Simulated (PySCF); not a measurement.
# Structure elucidation problem

The spectra below were simulated for a compound C₅H₁₀OSi.

1H NMR (400 MHz, computed): δ 4.12 (d, 3H), 2.38 (s, 3H), 1.97 (m, 1H), 1.43 (m, 1H), 0.56 (m, 1H), 0.51 (m, 1H).

13C{1H} NMR (computed): δ 217.3, 32.8, 26.4, 23.5, 8.2.

Averaged over atoms made equivalent by symmetry, fast rotation or ring inversion, no solvent model, non-relativistic Hamiltonian, one conformer. Shieldings: GIAO PBE0/pcSseg-1; coordinates at the GFN2-xTB level; PySCF 2.14.0 with density-fitted response routines.

Scale: 1H, 13C against TMS (reference shieldings calculated alike).

Question: Which of these isomers gave the spectra?
A. C=C1[C@@H](O)[C@H]1[SiH2]C
B. CC(=O)[C@@H]1C[C@@H]1[SiH3]
C. C[C@H]1C=CO[SiH2]C1
D. C[SiH2]O[C@]12C[C@H]1C2

Answer: B. 

The formula gives 2 degrees of unsaturation (1 ring in the answer). 5 carbon signals for 5 carbons: no two carbons are equivalent. Carbon types of the structure: 1 × C, 2 × CH, 1 × CH2, 1 × CH3, leaving 3 H on heteroatoms. δC 217.3: ketone carbonyl carbon; the double bond to the heteroatom, with no lone-pair donor beside it, deshields it most. δC 32.8: methyl carbon α to a carbonyl; the adjacent C=O deshields it moderately. δC 26.4, 23.5, 8.2: three-membered-ring carbon; carbons of three-membered rings are unusually shielded. δH 2.38: hydrogen on a methyl carbon α to a carbonyl; α to C=O. δH 1.97, 1.43, 0.56, 0.51: hydrogen on a three-membered-ring carbon.

The others: C[C@H]1C=CO[SiH2]C1 would give 8 signals for carbon-bound and other non-exchanging H, not 6; C=C1[C@@H](O)[C@H]1[SiH2]C would give 7 signals for carbon-bound and other non-exchanging H, not 6; C[SiH2]O[C@]12C[C@H]1C2 would give 4 carbon signals, not 5.

Shifts are as computed. Against solution values, carbons near 30 ppm lie about +3 ppm off and those near 130 ppm about +5 ppm. Of 1309 compounds with measured shifts, 239 miss one by over three times the rms of a fit or turn the order of signals round; such compounds aren't used in these exercises. No couplings were computed; multiplicities are counted from neighbouring protons, with m where these are inequivalent, close in shift, in a saturated or five-membered ring or joined by F or P, and br s for small geminal =CH2 splittings.
